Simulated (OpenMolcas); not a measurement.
Mn2+: effect of the active space

* Program: OpenMolcas 26.06
* Method: MS-CASPT2 or its RAS form, IPEA 0.25 Eh, imaginary shift 0.1 Eh
* Basis: ANO-RCC-VTZP
* Scalar Hamiltonian: DKH2, point nucleus
* Spin-orbit coupling: state interaction with AMFI integrals over the reference wave functions, term energies averaged over their components

A. 5 electrons in 5 orbitals (3d); 2S+1 = 6 even, 1 root; 2S+1 = 4 even, 24 roots; 2S+1 = 2 even, 75 roots; closed shells correlated: 3s 3p; CASPT2 step roughly 10 core-seconds
B. 5 electrons in 6 orbitals (3d 4s); 2S+1 = 6 even, 6 roots; 2S+1 = 4 even, 59 roots; 2S+1 = 2 even, 81 roots (67 in the spin-orbit step); closed shells correlated: 3s 3p; CASPT2 step roughly 40 core-seconds
C. 11 electrons in 8 orbitals (RAS1 3p, at most 2 holes; RAS2 3d); 2S+1 = 6 even, 1 root; 2S+1 = 4 even, 24 roots; 2S+1 = 2 even, 58 roots; closed shells correlated: 3s; CASPT2 step of the order of 70 core-seconds
D. 5 electrons in 9 orbitals (RAS2 3d 4s; RAS3 4p, at most 2 electrons); 2S+1 = 6 even, 6 roots; 2S+1 = 4 even, 64 roots kept (CI in the orbitals of an earlier block); 2S+1 = 2 even, 88 roots kept (CI in the orbitals of an earlier block); 2S+1 = 6 odd, 15 roots; 2S+1 = 4 odd, 10 roots kept (CI in the orbitals of an earlier block); 2S+1 = 2 odd, 9 roots kept (CI in the orbitals of an earlier block, 0 in the spin-orbit step); closed shells correlated: 3s 3p; CASPT2 step about 5 core-minutes
E. 5 electrons in 10 orbitals (3d 4d); 2S+1 = 6 even, 1 root; 2S+1 = 4 even, 24 roots; 2S+1 = 2 even, 58 roots; closed shells correlated: 3s 3p; CASPT2 step of the order of 13 core-minutes

Energies in cm-1 above 3d5 6S 5/2, the measured ground level; measured values from Corliss and Sugar, J. Phys. Chem. Ref. Data 6, 1253 (1977).

| Level | A | B | C | D | E | Measured |
| --- | --- | --- | --- | --- | --- | --- |
| 3d5 6S 5/2 | 0.0 | 0.0 | 0.0 | 0.0 | 0.0 | 0.0 |
| 3d5 4G 5/2 | 27910 | 27890 | 27900 | 27280 | 28240 |  |
| 3d5 4G 7/2 | 27920 | 27910 | 27910 | 27300 | 28270 |  |
| 3d5 4G 11/2 | 27930 | 27920 | 27920 | 27310 | 28310 |  |
| 3d5 4G 9/2 | 27930 | 27920 | 27920 | 27310 | 28300 |  |
| 3d5 4P 5/2 | 30630 | 30530 | 30680 | 29550 | 31030 | 29168 |
| 3d5 4P 3/2 | 30670 | 30580 | 30720 | 29600 | 31060 |  |
| 3d5 4P 1/2 | 30710 | 30630 | 30760 | 29660 | 31100 |  |
| 3d5 4D 7/2 | 33540 | 33380 | 33820 | 32420 | 33900 | 32307 |
| 3d5 4D 1/2 | 33580 | 33440 | 33860 | 32490 | 33910 | 32369 |
| 3d5 4D 3/2 | 33620 | 33480 | 33890 | 32520 | 33950 |  |
| 3d5 4D 5/2 | 33620 | 33480 | 33900 | 32530 | 33970 | 32384 |
| 3d5 2I 11/2 | 40820 | 39280 | 40690 | 40180 | 41350 | 39174 |
| 3d5 2I 13/2 | 40860 | 39320 | 40730 | 40240 | 41410 | 39176 |
| 3d5 2D 5/2(1) [74 %] | 43250 | 41650 | 43430 | 41760 | 43850 | 41238 |
| 3d5 2D 3/2(1) | 43570 | 42000 | 43810 | 42130 | 44160 | 41570 |
| 3d5 2F 7/2(1) | 44810 | 43120 | 44790 | 43370 | 45320 | 42606 |
| 3d5 4F 9/2 | 45730 | 45300 | 45670 | 43780 | 45850 | 43573 |
| 3d5 4F 7/2 | 45760 | 45340 | 45690 | 43820 | 45850 | 43602 |
| 3d5 4F 3/2 | 45840 | 45420 | 45780 | 43950 | 45900 | 43675 |
| 3d5 2H 9/2 | 48940 | 47300 | 48690 | 47370 | 49280 | 46516 |
| 3d5 2H 11/2 | 49150 | 47500 | 48860 | 47650 | 49500 | 46671 |
| 3d5 2F 5/2(2) | 53060 | 51510 | 53380 | 51160 | 53530 |  |
| 3d5 2F 7/2(2) | 53070 | 51570 | 53440 | 51190 | 53610 | 51060 |

Deviations, from unrounded energies. A percentage is the sum of absolute deviations over the sum of measured energies, with the sign that they share, or ± where signs differ.

```csv
Against measurement,Levels,A,B,C,D,E
mean absolute deviation (cm-1),15,1900,900,1900,490,2300
other terms of the ground configuration (%),15,+4.6,+2.2,+4.8,+1.2,+5.6
```

D lies closest to measurement on these levels and E furthest from it. The largest miss of D in the table is 3d5 2I 13/2, by +1100 cm-1. The ranking rests on the paired levels alone, and a cruder setting can come out closer through cancelling errors.

The spin-orbit steps hold different terms of 3d5 (B lacks a 2D, 2P; C lacks a 2D, a 2G, 2P; D lacks a 2D, a 2G, 2P; E lacks a 2D, a 2G, 2P), which shifts levels as well.

Among A to E the level of the table that moves most is 3d5 2F 7/2(2), by 2400 cm-1 (lowest in D, highest in E). Moves below CASPT2's spread within the term are not significant.

CASPT2 does not keep the components of a term degenerate, so their means are used; among the terms shown or strongly mixed into the levels shown the widest spread is 870 cm-1 (3d5 4F, A). Over all roots computed the reference weight is 0.87 to 0.95 in D; the roots of lowest weight are the least certain, and an intruder state may touch them. Blocks of more than 70 roots (2S+1 = 2 even) ran without multistate coupling (holds for A; D). Some high roots are left out of the spin-orbit mixing, which shifts the levels that they would mix with (holds for B; D). Active for correlation alone: 3p; no level in the range computed is led by a configuration that opens it, so any true level of that kind is missing (holds for C). Terms from blocks run as CI alone lack orbitals of their own (holds for D). The CASPT2 spread within a term exceeds the gap to the next term for 3d5 2F(1) and 3d5 4F, so the order of their levels is uncertain, and so are names and mixing where such terms share a J (holds for D). Active for correlation alone: 4d; no level in the range computed is led by a configuration that fills it, so any true level of that kind is missing (holds for E). Measured partners are found by configuration, term and J. A level has none where our copy of the source lacks it or the pairing is in doubt (some pairs that miss far off the trend of their configuration count as doubtful), and it then counts in no deviation. Only configurations of the active space appear. Levels that lie high or do not pair safely by name in every column are left out.

A share in square brackets marks a mixed level and gives the weight of the term that names it, the lowest over the columns. A number in round brackets counts repeated terms of one configuration in the order of the reference energies.
